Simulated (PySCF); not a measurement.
MoOF₃, SMILES [O]=[Mo+]([F])([F])[F], charge +1, multiplicity 1.

Geometry optimised at r2SCAN-D4/def2-SVP. The multiplicity is an assumed one; other spin states were not compared. The isomer is the one that the SMILES or the coordinates give; other isomers of the formula were not compared. The def2 effective core potentials stand for the cores of Mo; spin–orbit coupling is left out.

Method: r2SCAN-D4/def2-SVP (PySCF).

Frequencies are harmonic and unscaled.

Modes within 1.5 cm⁻¹ of each other (mostly degenerate sets) share a row, with their intensities summed.

```json
[
 {"mode": "1–2", "ν (cm⁻¹)": "185", "IR (km/mol)": "16.6", "moving atoms (share of kinetic energy)": "F 90 %, Mo 10 %"},
 {"mode": "3", "ν (cm⁻¹)": "225", "IR (km/mol)": "13.3", "moving atoms (share of kinetic energy)": "F 71 %, Mo 24 %"},
 {"mode": "4–5", "ν (cm⁻¹)": "302", "IR (km/mol)": "9.8", "moving atoms (share of kinetic energy)": "O 59 %, F 32 %, Mo 9 %"},
 {"mode": "6", "ν (cm⁻¹)": "785", "IR (km/mol)": "29.7", "moving atoms (share of kinetic energy)": "F 96 %"},
 {"mode": "7–8", "ν (cm⁻¹)": "834", "IR (km/mol)": "253.4", "moving atoms (share of kinetic energy)": "F 76 %, Mo 24 %"},
 {"mode": "9", "ν (cm⁻¹)": "1129", "IR (km/mol)": "77.9", "moving atoms (share of kinetic energy)": "O 85 %, Mo 15 %"}
]
```
